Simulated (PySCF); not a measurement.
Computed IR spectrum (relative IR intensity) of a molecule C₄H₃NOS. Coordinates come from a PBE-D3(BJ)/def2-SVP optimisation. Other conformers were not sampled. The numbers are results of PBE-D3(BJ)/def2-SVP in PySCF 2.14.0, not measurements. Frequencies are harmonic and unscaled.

| ν (cm⁻¹) | relative intensity |
|---|---|
| 166 | 3.6 |
| 274 | 4.8 |
| 617 | 16 |
| 622 | 2.6 |
| 669 | 5.3 |
| 736 | 17 |
| 769 | 17 |
| 1040 | 2.7 |
| 1133 | 16 |
| 1231 | 19 |
| 1417 | 21 |
| 1505 | 20 |
| 1750 | 100 |
| 2850 | 45 |

Pick the molecule that these values belong to.
A. O=Cc1cscn1
B. O=Cc1cncs1
C. O=Cc1nccs1

C, O=Cc1nccs1
